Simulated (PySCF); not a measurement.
Compound: C7H9NO.
Geometry (PBE0-D3(BJ)/def2-SVP, Å), atoms numbered from 1 in this order:
```xyz
18
C7H9NO angstrom
C      1.864    1.735   -0.811
C      1.664    0.440   -1.086
C      0.667   -0.460   -0.491
C      0.813   -1.790   -0.652
C     -0.487    0.071    0.274
C     -1.163    1.176   -0.080
C     -0.872   -0.674    1.532
N     -2.208   -0.721    1.787
O     -0.045   -1.162    2.273
H      1.251    2.280   -0.089
H      2.677    2.284   -1.290
H      2.343   -0.050   -1.794
H      1.644   -2.195   -1.235
H      0.128   -2.505   -0.193
H     -0.891    1.752   -0.967
H     -1.998    1.543    0.522
H     -2.889   -0.489    1.079
H     -2.509   -1.216    2.616
```

All values: CAM-B3LYP/def2-SVPD (PySCF, non-relativistic), on one gas-phase PBE0-D3(BJ)/def2-SVP geometry that isn't relaxed in the solvent. The solvent is an IEF-PCM continuum (cavity from Bondi-type radii × 1.2), and excitations are vertical TDDFT with non-equilibrium linear response and a frozen core. Only the electrostatic response of the medium enters.

Gas-phase singlets (H = HOMO, L = LUMO):

```json
{"state": "S1", "E (eV)": "4.933", "λ (nm)": "251", "f": "0.076", "leading configuration": "H→L 72%"}
{"state": "S2", "E (eV)": "4.960", "λ (nm)": "250", "f": "0.005", "leading configuration": "H-1→L 57%"}
{"state": "S3", "E (eV)": "5.531", "λ (nm)": "224", "f": "0.343", "leading configuration": "H→L+1 71%"}
{"state": "S4", "E (eV)": "6.189", "λ (nm)": "200", "f": "0.022", "leading configuration": "H-1→L+1 41%"}
{"state": "S5", "E (eV)": "6.272", "λ (nm)": "198", "f": "0.015", "leading configuration": "H-2→L 64%"}
```

Q: Give the list for acetone (ε = 20.49), n² = 1.85.

A: 
```tsv
state	E (eV)	λ (nm)	f	leading configuration	change by rank (eV)
S1	4.986	249	0.145	H→L 75%	+0.053
S2	5.270	235	0.001	H-1→L 45%	+0.310
S3	5.376	231	0.399	H→L+1 74%	-0.155
S4	6.171	201	0.033	H-2→L 85%	-0.018
S5	6.334	196	0.109	H-1→L 34%	+0.062
```

Q: Give the list for methanol (ε = 32.61), n² = 1.77.

A: 
| state | E (eV) | λ (nm) | f | leading configuration | change by rank (eV) |
| --- | --- | --- | --- | --- | --- |
| S1 | 4.994 | 248 | 0.140 | H→L 74% | +0.061 |
| S2 | 5.282 | 235 | 0.001 | H-1→L 45% | +0.322 |
| S3 | 5.384 | 230 | 0.394 | H→L+1 73% | -0.147 |
| S4 | 6.173 | 201 | 0.032 | H-2→L 84% | -0.016 |
| S5 | 6.338 | 196 | 0.110 | H-1→L 34% | +0.066 |

Q: The ground-state energy changes by -0.461 eV from gas to methanol. By how much does the total energy of gas-phase S1 change?

A: E(S1) = E(S0) + excitation energy, so it changes by -0.461 + 0.061 = -0.400 eV: it is lowered less than the ground state, which is what a blue shift means. This is the vertical state, with the slow part of the continuum still set for S0.

Q: How do the frontier levels move from gas to methanol?

A: 
```json
{"orbital": "LUMO+2", "gas (eV)": "1.21", "solvent (eV)": "1.45", "change (eV)": "+0.24", "Löwdin shares, gas": "H17 18 %, C6 16 %, N8 11 %, H16 11 %", "Löwdin shares, solvent": "C7 13 %, C6 12 %, O9 10 %, C4 10 %"}
{"orbital": "LUMO+1", "gas (eV)": "0.30", "solvent (eV)": "0.30", "change (eV)": "0.00", "Löwdin shares, gas": "C1 18 %, C2 15 %, C4 11 %, C3 10 %", "Löwdin shares, solvent": "C1 16 %, C2 13 %, C7 10 %, C4 9 %"}
{"orbital": "LUMO", "gas (eV)": "-0.24", "solvent (eV)": "-0.18", "change (eV)": "+0.06", "Löwdin shares, gas": "C6 22 %, C5 16 %, C4 16 %, C3 10 %", "Löwdin shares, solvent": "C6 20 %, C4 18 %, C5 14 %, C3 12 %"}
{"orbital": "HOMO", "gas (eV)": "-7.86", "solvent (eV)": "-7.88", "change (eV)": "-0.02", "Löwdin shares, gas": "C4 25 %, C1 19 %, C3 17 %, C2 14 %", "Löwdin shares, solvent": "C4 25 %, C1 18 %, C3 17 %, C2 13 %"}
{"orbital": "HOMO-1", "gas (eV)": "-8.99", "solvent (eV)": "-9.23", "change (eV)": "-0.24", "Löwdin shares, gas": "O9 64 %, C7 10 %, C5 9 %, N8 7 %", "Löwdin shares, solvent": "O9 56 %, C5 10 %, C7 9 %, N8 8 %"}
{"orbital": "HOMO-2", "gas (eV)": "-9.51", "solvent (eV)": "-9.39", "change (eV)": "+0.12", "Löwdin shares, gas": "C6 22 %, C5 20 %, C2 13 %, N8 12 %", "Löwdin shares, solvent": "N8 28 %, C6 16 %, C5 15 %, C2 8 %"}
{"orbital": "HOMO-3", "gas (eV)": "-9.53", "solvent (eV)": "-9.61", "change (eV)": "-0.08", "Löwdin shares, gas": "O9 37 %, N8 36 %, C7 11 %", "Löwdin shares, solvent": "O9 36 %, N8 22 %, C7 10 %, C5 7 %"}
```

The HOMO–LUMO gap goes from 7.63 to 7.70 eV. Rows go by rank; for LUMO+2 the atom shares or the degeneracy differ between the runs, so the row needn't follow one orbital.
